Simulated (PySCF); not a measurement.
# Bond lengths and vibrations by method: AlBClH2O cation

All numbers below are calculated, not measured. The program is PySCF 2.14.0, an open-source quantum chemistry code, run on an isolated molecule that a program drew, which may never have been made. The molecule is AlBClH2O cation (charge +1, singlet), drawn as the SMILES string `O[B]([AlH+])Cl`.

The geometry was optimised and harmonic frequencies were computed with HF and MP2, all in the cc-pV(D+d)Z basis, for the commonest isotopes, with a restricted reference for singlets and an unrestricted one otherwise, and a frozen core in MP2. Each result is a local minimum of its method.

Geometry at the HF minimum:
```xyz
6
AlBClH2O cation, angstrom
O    -0.0931    0.4253   -0.9748
B    -1.0284    0.8612   -0.1541
Al   -1.4398    2.9894   -0.3154
Cl   -1.9274   -0.0811    1.0024
H     0.1257   -0.5028   -0.9437
H    -1.7458    4.5071   -0.4164
```

Lengths of the bonds as drawn, in Å (atoms numbered as above):
| bond | HF | MP2 |
|---|---|---|
| O1-B2 | 1.318 | 1.340 |
| B2-Al3 | 2.174 | 2.163 |
| B2-Cl4 | 1.742 | 1.736 |
| O1-H5 | 0.954 | 0.977 |
| Al3-H6 | 1.551 | 1.558 |

Rotational constants, in GHz:
| constant | HF | MP2 |
|---|---|---|
| A | 6.637 | 6.507 |
| B | 2.726 | 2.764 |
| C | 1.933 | 1.94 |

Harmonic frequencies in cm^-1, each column in rising order, so a row needn't be the same motion in every method:
```
rank,HF,MP2
1,128,109
2,313,300
3,327,308
4,436,413
5,483,470
6,501,476
7,682,669
8,852,836
9,1151,1089
10,1467,1403
11,2129,?
12,4043,3734
```

**Estimate the missing MP2 frequency from the HF column.**

A single factor s that minimises the squared misfit of MP2 against s times HF over the other rows is sum(HF x MP2) / sum(HF^2) = 0.9325, with an rms misfit of 24 cm^-1. For rank 11 it gives 0.9325 x 2129 = 1985 cm^-1. The calculation gives 2075 cm^-1, 90 cm^-1 above the estimate. The drawn bonds are on average 0.7 % longer in MP2 than in HF.
